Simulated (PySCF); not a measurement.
C8H8S, SMILES S/C=C\c1ccccc1, singlet (GFN2-xTB optimised geometry):

```
17

S     -3.069    -1.033     1.950
C     -2.253    -1.990     0.731
C     -1.185    -1.663     0.005
C     -0.468    -0.389     0.000
C     -1.135     0.836    -0.039
C     -0.426     2.023    -0.049
C      0.958     2.009    -0.018
C      1.632     0.799     0.000
C      0.927    -0.389     0.000
H     -2.182    -0.039     1.985
H     -2.712    -2.963     0.644
H     -0.766    -2.433    -0.631
H     -2.214     0.857    -0.107
H     -0.957     2.963    -0.085
H      1.510     2.938    -0.020
H      2.712     0.782     0.010
H      1.455    -1.332     0.013
```

Calculation: B3LYP/def2-SVP in PySCF 2.14.0.

Task: What are the frontier orbital energies and the dipole moment?

Result: HOMO-2 -7.34 eV, HOMO-1 -7.15 eV, HOMO -5.82 eV, LUMO -0.90 eV, LUMO+1 -0.38 eV; dipole moment 0.99 D.

On the same geometry PBE/def2-SVP run with PySCF gives HOMO-2 -6.54 eV, HOMO-1 -6.38 eV, HOMO -5.06 eV, LUMO -1.62 eV, LUMO+1 -1.15 eV; dipole moment 0.95 D.

Meta-Löwdin charges at B3LYP/def2-SVP: S1 0.00, C2 -0.17, C3 -0.14, C4 0.01, C5 -0.12, C6 -0.10, C7 -0.10, C8 -0.10, C9 -0.11, H10 0.09, H11 0.12, H12 0.11, H13 0.11, H14 0.10, H15 0.10, H16 0.10, H17 0.10.
